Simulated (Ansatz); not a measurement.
Saddle point of BNH₄SF₂, closed shell (BNH₂F₂ ([NH2][B]([F])[F]) + H₂S → BHSF₂ ([F][B]([F])[SH]) + NH₃ (still joined by a long B–N bond); bonds formed: B1–S6, N2–H5; bonds broken: H5–S6; bonds weakened to dative contacts: B1–N2), PBE0-D4/def2-TZVP structure:

```
9
angstrom
B -0.6090 -0.3461 -0.4012
N 0.5065 0.6689 -0.6292
F -0.3104 -1.6158 -0.7139
F -1.8472 0.1011 -0.6494
H 0.4860 0.6313 0.7688
S -0.3466 -0.1513 1.8474
H 0.2180 1.5397 -1.0567
H 1.3379 0.3076 -1.0781
H 0.5646 -1.1354 1.9124
```

Energies are electronic, without zero-point energy. Barriers and step energies count from the start structure reached by relaxing down the imaginary mode; all methods use the PBE0-D4 structures, on which another method's saddle can fall below an end. Ansatz 0.2.0; basis: def2-TZVPP, with def2-QZVPP for the basis limit; cores frozen in the correlated methods. B3LYP uses VWN-RPA correlation. Extrapolation: Hartree–Fock as exp(−7.88 √X), correlation as X^−2.97.

```json
{"method": "SPW92", "barrier (kJ/mol)": "?", "step energy (kJ/mol)": "-25.4"}
{"method": "PBE-D4", "barrier (kJ/mol)": "86.1", "step energy (kJ/mol)": "-6.8"}
{"method": "BLYP-D4", "barrier (kJ/mol)": "?", "step energy (kJ/mol)": "11.9"}
{"method": "r2SCAN-D4", "barrier (kJ/mol)": "96.5", "step energy (kJ/mol)": "-7.5"}
{"method": "B97M-V", "barrier (kJ/mol)": "118.6", "step energy (kJ/mol)": "1.0"}
{"method": "PBE0-D4", "barrier (kJ/mol)": "101.0", "step energy (kJ/mol)": "-9.0"}
{"method": "B3LYP-D4", "barrier (kJ/mol)": "120.6", "step energy (kJ/mol)": "9.2"}
{"method": "r2SCAN0-D4", "barrier (kJ/mol)": "107.6", "step energy (kJ/mol)": "-8.3"}
{"method": "BHLYP-D4", "barrier (kJ/mol)": "139.5", "step energy (kJ/mol)": "7.8"}
{"method": "CAM-B3LYP-D4", "barrier (kJ/mol)": "126.5", "step energy (kJ/mol)": "6.8"}
{"method": "wB97X-V", "barrier (kJ/mol)": "120.0", "step energy (kJ/mol)": "-5.0"}
{"method": "wB97M-V", "barrier (kJ/mol)": "118.0", "step energy (kJ/mol)": "-2.2"}
{"method": "B2PLYP", "barrier (kJ/mol)": "125.2", "step energy (kJ/mol)": "7.2"}
{"method": "PBE-QIDH", "barrier (kJ/mol)": "112.0", "step energy (kJ/mol)": "-10.8"}
{"method": "RPA on PBE", "barrier (kJ/mol)": "123.1", "step energy (kJ/mol)": "0.5"}
{"method": "HF", "barrier (kJ/mol)": "191.1", "step energy (kJ/mol)": "29.7"}
{"method": "MP2", "barrier (kJ/mol)": "?", "step energy (kJ/mol)": "-7.1"}
{"method": "CCSD", "barrier (kJ/mol)": "136.5", "step energy (kJ/mol)": "2.2"}
{"method": "CCSD(T)", "barrier (kJ/mol)": "123.7", "step energy (kJ/mol)": "-2.6"}
```

Fill in the withheld barriers. (Judge from chemistry; the value comes from the calculation.)

The calculation gives: SPW92 56.9; MP2 114.6; BLYP-D4 109.7 kJ/mol. Each is the energy of the saddle less that of the start structure, by the same method.

For comparison, the barrier by CCSD(T) at an estimated basis limit (MP2 extrapolated from triple and quadruple zeta, plus CCSD(T) − MP2 in triple zeta) is 122.5 kJ/mol.

No T1 diagnostic of these runs exceeds 0.012.

Labels in which every atom is bracketed show which atoms are joined, not bond orders.

For scale, one of the runs: CCSD(T)/def2-TZVPP, 222 basis functions, launched by `ansatz run in.yaml --threads 4 --pin off --events-out ev --progress --plain --max-ram 9574MiB`. The run took 76 s on 4 CPU threads of an Arm Neoverse V2 (shared host), with 3.7 GiB of host memory at its peak.
